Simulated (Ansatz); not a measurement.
C3H5N, SMILES `CC=C=N` (charge 0, multiplicity 1).

These are frozen-core CCSD(T)/cc-pVDZ // B3LYP-D3(BJ)/def2-TZVP (Ansatz, an electronic-structure program) values and carry that method's errors.

Ansatz 0.2 input:
```yaml
crystal:
  periodic: [false, false, false]
  atoms:
    - { symbol: C, position_ang: [-1.247611, -0.380778, -0.030217] }
    - { symbol: C, position_ang: [-0.018635, 0.34029, -0.518063] }
    - { symbol: C, position_ang: [1.097234, 0.420519, 0.157309] }
    - { symbol: N, position_ang: [2.092787, 0.599096, 0.845522] }
    - { symbol: H, position_ang: [-1.522484, -1.194862, -0.705591] }
    - { symbol: H, position_ang: [-2.100446, 0.300127, 0.02734] }
    - { symbol: H, position_ang: [-1.088759, -0.804021, 0.961079] }
    - { symbol: H, position_ang: [-0.04166, 0.81963, -1.490005] }
    - { symbol: H, position_ang: [2.829573, -0.1, 0.752626] }
basis:
  gaussian: { orbitals: cc-pVDZ }
correlation:
  method: ccsd_t
```

Output:

```
Functional definition: HF
746 factors; integrals over basis functions are off by at most 1.2e-3 eV
mean field evaluation 1: about -4648.8496 eV, gradient 2.8e1 eV
mean field evaluation 2: about -4648.8518 eV, gradient 2.8e1 eV
mean field evaluation 4: about -4651.0395 eV, gradient 3.8e0 eV
mean field evaluation 8: about -4651.0963 eV, gradient 2.0e-1 eV
mean field evaluation 16: about -4651.0863 eV, gradient 1.3e0 eV
mean field -4651.09666639 eV, -170.9246498634 hartree, gradient 2.9e-6 eV, S^2 0.000000; 0 other end points of the search recorded, 0 dependent functions left out
4 core orbitals not correlated
reference -4651.09666639 eV, -170.9246498634 hartree; 11, 11 occupied and 66, 66 virtual orbitals, 746 factors
second order -15.27980594 eV of doubles, -0.00000000 eV of singles
cycle   1  -15.73174961 eV  change   -4.5e-1 eV  update   9.8e-2
cycle   2  -16.16261167 eV  change   -4.3e-1 eV  update   3.2e-2
cycle   3  -16.29429507 eV  change   -1.3e-1 eV  update   1.7e-2
cycle   4  -16.29212328 eV  change    2.2e-3 eV  update   3.9e-3
cycle   5  -16.29277576 eV  change   -6.5e-4 eV  update   1.4e-3
cycle   6  -16.29308557 eV  change   -3.1e-4 eV  update   4.0e-4
cycle   7  -16.29292464 eV  change    1.6e-4 eV  update   1.4e-4
cycle   8  -16.29294621 eV  change   -2.2e-5 eV  update   4.5e-5
cycle   9  -16.29295139 eV  change   -5.2e-6 eV  update   1.8e-5
perturbative correction -0.60317334 eV, -0.0221662116 hartree
Total energy: -4667.99279113 eV, -171.5455709948 hartree
```
